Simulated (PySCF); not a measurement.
# Reading the logs of faulty runs: Al2CGeH8

Calculated results; nothing here was measured. They come from PySCF 2.14.0, an open-source quantum chemistry program, on an isolated molecule that a program drew, which may never have been made. The molecule is Al2CGeH8 (charge 0, singlet), drawn as the SMILES string `[CH3][GeH]([AlH2])[AlH2]`.

Each row is a Hartree-Fock (HF) and frozen-core CCSD(T) single point in the cc-pV(D+d)Z basis, meant for a local HF minimum. Run 1 is clean. Each other run has one planted mistake out of seven kinds, and not every kind appears here: one electron removed, one electron added, multiplicity raised by two, geometry at a saddle point, minimal basis STO-3G, one bond length entered in bohr, all coordinates scaled. The reference is restricted for singlets and unrestricted otherwise, and also for a bond in bohr. Adding or removing an electron swaps singlet and doublet. Electrons count all cores. HOMO and LUMO are orbital energies over both spins, the gradient is its largest component, and the lowest frequency (negative if imaginary) is given only where the gradient is small. Bond lengths are over the 11 bonds as drawn. T1 is the CCSD diagnostic: over 0.02 (restricted) or 0.045 (unrestricted) a single reference is doubtful. Germanium has the cc-pVDZ-PP basis, with a core potential (ECP10MDF) in place of its 10 inner electrons, and its 3s, 3p and 3d shells are frozen in CCSD(T).

Geometry of the clean run:
```xyz
12
Al2CGeH8, angstrom
C     1.4920    1.4474   -0.9117
Ge    0.0640    0.1227   -0.5076
Al    0.8942   -1.7521    0.9334
Al   -2.0366    1.2174    0.3112
H     1.8071    1.9506    0.0046
H     2.3615    0.9551   -1.3508
H     1.1305    2.2023   -1.6123
H    -0.3327   -0.5499   -1.8490
H     2.3210   -1.6978    1.6231
H    -0.0165   -3.0210    1.2001
H    -2.0754    2.7568    0.6897
H    -3.3640    0.3708    0.4894
```

| run | electrons | basis functions | <S^2> | HOMO (eV) | LUMO (eV) | gradient (hartree/bohr) | lowest frequency (cm^-1) | mean bond (Å) | longest bond (Å) | T1 | HF (hartree) | CCSD(T) (hartree) | mistake |
|---|---|---|---|---|---|---|---|---|---|---|---|---|---|
| 1 | 72 | 123 | 0.000 | -8.89 | 0.46 | 4.2e-06 | 36 | 1.6517 | 2.506 | 0.0125 | -819.72834 | -820.18460 | no fault |
| 2 | 72 | 123 | 0.974 | -8.13 | 0.37 | 3.3e-02 | - | 1.8126 | 3.759 | 0.0160 | -819.64569 | -820.07032 | one bond length entered in bohr |
| 3 | 71 | 123 | 0.788 | -14.99 | -6.92 | 3.9e-02 | - | 1.6517 | 2.506 | 0.0171 | -819.43851 | -819.87334 | ? |
| 4 | 72 | 123 | 2.036 | -5.40 | -1.79 | 3.2e-02 | - | 1.6517 | 2.506 | 0.0397 | -819.61394 | -820.06847 | ? |

**Which mistake was planted in run 3, and what did it cost?**

It counts 71 electrons, one fewer than the clean run, at the same geometry and basis. So the mistake is: one electron removed. Subtracting run 1 and multiplying by 627.51 kcal/mol a hartree, the energy moved by 181.9 kcal/mol in HF and 195.3 kcal/mol in CCSD(T).

**Which mistake was planted in run 4, and what did it cost?**

Electrons, basis and geometry are unchanged, and <S^2> is 2.036, beside S(S+1) = 2.00 for a multiplicity of 3. So the mistake is: multiplicity raised by two. Subtracting run 1 and multiplying by 627.51 kcal/mol a hartree, the energy moved by 71.8 kcal/mol in HF and 72.9 kcal/mol in CCSD(T).

